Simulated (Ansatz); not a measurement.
```xyz
8

Si   -0.4909    0.6364    0.5883
C     0.5171   -0.1281   -0.8069
S     0.8836   -1.7995   -0.8403
Se    1.0793    0.9704   -2.0864
H    -1.6904    1.2834    0.0093
H    -0.9106   -0.4269    1.5464
H     0.3552    1.6272    1.2929
H     0.2568   -2.1629    0.2966
```

The species carries charge 0 and has multiplicity 1.

Question: List the B3LYP/def2-TZVPP orbital energies in eV (Ansatz). (Estimate.)

Answer: Computed: Occupied: -12350.71, -2419.27, -1799.44, -1580.04, -1418.20, -1418.20, -1418.12, -279.25, -217.23, -212.35, -161.79, -161.69, -161.61, -156.41, -156.37, -156.13, -143.98, -99.31, -99.28, -99.27, -57.23, -57.20, -57.01, -56.97, -56.92, -22.83, -19.66, -16.07, -14.50, -12.21, -11.02, -10.53, -9.76, -9.39, -9.32, -6.97, -6.08. Lowest empty: -2.94, -0.70, 0.43, 0.59, 1.05, 1.34, 1.54, 1.83.

B3LYP here is the variant with VWN-RPA as its local correlation; programs differ in this.
